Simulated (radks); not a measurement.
The iridium ion Ir70+, 7 electrons, occupied as [He] 2s2 2p3 (the NIST ground configuration).

Calculated with a radial shooting solver on a logarithmic mesh with Libxc functionals: scalar-relativistic Kohn-Sham, PBEsol, spin-unpolarised, spherical densities, finite nucleus; Fermi nuclear charge, rms radius 5.4032 fm.

Energy parts (hartree):
part                       energy
total                 -10098.5918
kinetic                11786.0075
electron-nucleus      -22249.7825
Hartree                  466.5237
exchange-correlation    -101.3405

Orbitals (lengths in bohr, moments of r in powers of bohr; <r^-3> diverges for s and p1/2):
\begin{tabular}{lrrrr}
orbital & occ. & eigenvalue (hartree) & <r^-3> & <1/r> \\ \hline
1s & 2 & -3075.356 & - & 92.27 \\
2s & 2 & -738.1845 & - & 22.28 \\
2p & 3 & -678.4256 & 24800 & 19.96 \\
3s & 0 & -311.5256 & - & 9.276 \\
3p & 0 & -293.8994 & 7376 & 8.599 \\
3d & 0 & -281.5818 & 1012 & 8.170 \\
\end{tabular}

The highest occupied level is 2p at -18460.9 eV. The electron density at the nucleus is 1.899e+06 e/bohr^3 (large components only). For comparison, the ionisation energy in NIST's Atomic Spectra Database is 18120 eV (theoretical). In exact Kohn-Sham theory the highest level is minus the ionisation energy, but local and semilocal functionals leave it too shallow, through self-interaction and a potential that decays too fast; potentials with the right tail come closer.

Beside tabulated values, note that spin-unpolarised runs miss the spin-polarisation part of the exchange energy of open shells.
